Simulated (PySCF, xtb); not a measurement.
FH2O2STa, SMILES [OH][Ta]([OH])([F])=[S], multiplicity 1. Other conformers were not sampled.

Harmonic wavenumbers (cm⁻¹) from GFN2-xTB (xtb 6.7.1) at its own minimum, in rising order: 86, 103, 142, 146, 171, 315, 361, 381, 431, 449, 474, 539, 578, 3623, 3632.

Q: What does PBE-D3(BJ)/def2-SVP in PySCF give at its own minimum? (Estimate from the structure and the level; the computed values follow.)

A: 157, 158, 179, 182, 197, 319, 327, 470, 481, 524, 668, 716, 716, 3778, 3782. Paired by order, the mean absolute difference is 86 cm⁻¹ and the zero-point energies are 16.3 and 18.1 kcal/mol.
